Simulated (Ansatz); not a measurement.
The cluster Ba₂O₂. Total charge 0; singlet. Geometry PBE0-D4/def2-TZVP.

Cartesian coordinates in Å:
```
Ba 1.6721 -0.3140 0.3136
Ba -1.6723 0.3137 -0.3133
O 0.0056 1.0184 0.9893
O -0.0055 -1.0181 -0.9896
```

In the def2 sets Ba takes a core potential; there is no spin–orbit coupling. HSE06 is defined as in plane-wave codes, on full-range PBE exchange. The structure comes from a short search, and lower isomers may exist.

Estimate the orbital energies around the gap (eV) in Ansatz with PBE-D4/def2-TZVPD, r2SCAN-D4/def2-TZVP, r2SCAN-D4/def2-TZVPD, r2SCAN0-D4/def2-TZVP, HSE06-D4/def2-TZVP.


```json
{"orbital": "HOMO−9", "PBE-D4/def2-TZVPD": "-15.53", "r2SCAN-D4/def2-TZVP": "-16.04", "r2SCAN-D4/def2-TZVPD": "-16.04", "r2SCAN0-D4/def2-TZVP": "-17.38", "HSE06-D4/def2-TZVP": "-16.62"}
{"orbital": "HOMO−8", "PBE-D4/def2-TZVPD": "-15.19", "r2SCAN-D4/def2-TZVP": "-15.71", "r2SCAN-D4/def2-TZVPD": "-15.71", "r2SCAN0-D4/def2-TZVP": "-17.09", "HSE06-D4/def2-TZVP": "-16.35"}
{"orbital": "HOMO−7", "PBE-D4/def2-TZVPD": "-14.11", "r2SCAN-D4/def2-TZVP": "-14.62", "r2SCAN-D4/def2-TZVPD": "-14.63", "r2SCAN0-D4/def2-TZVP": "-15.99", "HSE06-D4/def2-TZVP": "-15.25"}
{"orbital": "HOMO−6", "PBE-D4/def2-TZVPD": "-13.96", "r2SCAN-D4/def2-TZVP": "-14.50", "r2SCAN-D4/def2-TZVPD": "-14.51", "r2SCAN0-D4/def2-TZVP": "-15.97", "HSE06-D4/def2-TZVP": "-15.20"}
{"orbital": "HOMO−5", "PBE-D4/def2-TZVPD": "-4.31", "r2SCAN-D4/def2-TZVP": "-4.36", "r2SCAN-D4/def2-TZVPD": "-4.36", "r2SCAN0-D4/def2-TZVP": "-5.52", "HSE06-D4/def2-TZVP": "-5.04"}
{"orbital": "HOMO−4", "PBE-D4/def2-TZVPD": "-4.09", "r2SCAN-D4/def2-TZVP": "-4.12", "r2SCAN-D4/def2-TZVPD": "-4.13", "r2SCAN0-D4/def2-TZVP": "-5.29", "HSE06-D4/def2-TZVP": "-4.82"}
{"orbital": "HOMO−3", "PBE-D4/def2-TZVPD": "-4.06", "r2SCAN-D4/def2-TZVP": "-4.07", "r2SCAN-D4/def2-TZVPD": "-4.07", "r2SCAN0-D4/def2-TZVP": "-5.28", "HSE06-D4/def2-TZVP": "-4.80"}
{"orbital": "HOMO−2", "PBE-D4/def2-TZVPD": "-4.02", "r2SCAN-D4/def2-TZVP": "-4.07", "r2SCAN-D4/def2-TZVPD": "-4.07", "r2SCAN0-D4/def2-TZVP": "-5.23", "HSE06-D4/def2-TZVP": "-4.78"}
{"orbital": "HOMO−1", "PBE-D4/def2-TZVPD": "-3.76", "r2SCAN-D4/def2-TZVP": "-3.78", "r2SCAN-D4/def2-TZVPD": "-3.80", "r2SCAN0-D4/def2-TZVP": "-4.98", "HSE06-D4/def2-TZVP": "-4.50"}
{"orbital": "HOMO", "PBE-D4/def2-TZVPD": "-3.76", "r2SCAN-D4/def2-TZVP": "-3.74", "r2SCAN-D4/def2-TZVPD": "-3.74", "r2SCAN0-D4/def2-TZVP": "-4.92", "HSE06-D4/def2-TZVP": "-4.48"}
{"orbital": "LUMO", "PBE-D4/def2-TZVPD": "-1.26", "r2SCAN-D4/def2-TZVP": "-0.75", "r2SCAN-D4/def2-TZVPD": "-0.71", "r2SCAN0-D4/def2-TZVP": "-0.42", "HSE06-D4/def2-TZVP": "-1.02"}
{"orbital": "LUMO+1", "PBE-D4/def2-TZVPD": "-0.86", "r2SCAN-D4/def2-TZVP": "-0.39", "r2SCAN-D4/def2-TZVPD": "-0.36", "r2SCAN0-D4/def2-TZVP": "-0.15", "HSE06-D4/def2-TZVP": "-0.68"}
{"orbital": "LUMO+2", "PBE-D4/def2-TZVPD": "-0.11", "r2SCAN-D4/def2-TZVP": "0.23", "r2SCAN-D4/def2-TZVPD": "0.31", "r2SCAN0-D4/def2-TZVP": "0.42", "HSE06-D4/def2-TZVP": "-0.01"}
{"orbital": "LUMO+3", "PBE-D4/def2-TZVPD": "0.03", "r2SCAN-D4/def2-TZVP": "0.43", "r2SCAN-D4/def2-TZVPD": "0.44", "r2SCAN0-D4/def2-TZVP": "0.68", "HSE06-D4/def2-TZVP": "0.24"}
{"orbital": "LUMO+4", "PBE-D4/def2-TZVPD": "0.15", "r2SCAN-D4/def2-TZVP": "0.50", "r2SCAN-D4/def2-TZVPD": "0.56", "r2SCAN0-D4/def2-TZVP": "0.71", "HSE06-D4/def2-TZVP": "0.26"}
{"orbital": "LUMO+5", "PBE-D4/def2-TZVPD": "0.20", "r2SCAN-D4/def2-TZVP": "0.62", "r2SCAN-D4/def2-TZVPD": "0.57", "r2SCAN0-D4/def2-TZVP": "0.81", "HSE06-D4/def2-TZVP": "0.38"}
```
